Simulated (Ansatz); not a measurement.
Compare A (`O[SiH][SiH](O)F`•) with its isomer B (`O[SiH](F)O[SiH2]`•).

Program: Ansatz. Geometries: PBE0-D4/def2-TZVP. ΔE: electronic, gas phase. CBS: MP2 limit from def2 TZ/QZ plus the TZ coupled-cluster correction, frozen cores. Functionals use def2-TZVPP. B3LYP here is the variant with VWN-RPA as its local correlation; programs differ in this. No spin–orbit coupling; open shells (•) take unrestricted orbitals. One conformer a species, not always the lowest.

**Question.** Which isomer does CCSD(T)/CBS put lower? Give the gap. (An estimate is asked.)

**Answer.** The calculation gave: B, by 141.4 kJ/mol.

**Question.** Give E(B) − E(A) in kJ/mol with B3LYP, r2SCAN-D4, ωB97M-V, CCSD/def2-TZVPP, PBE0-D4, B3LYP-D4, PBE-D4. (Best estimate.)

**Answer.** Computed: B3LYP -138.2, r2SCAN-D4 -135.1, ωB97M-V -140.2, CCSD/def2-TZVPP -148.8, PBE0-D4 -123.8, B3LYP-D4 -137.5, PBE-D4 -110.0. None reverses the order clearly.

Largest T1 diagnostic: 0.015.

In def2-TZVPP, CCSD(T) changes the Hartree–Fock value by +31.2 kJ/mol (the triples alone add +4.6 kJ/mol) and MP2 by +23.6 kJ/mol. From PBE to PBE0 (25 % exact exchange), in def2-TZVPP and without D4, E(B) − E(A) moves by −13.8 kJ/mol.
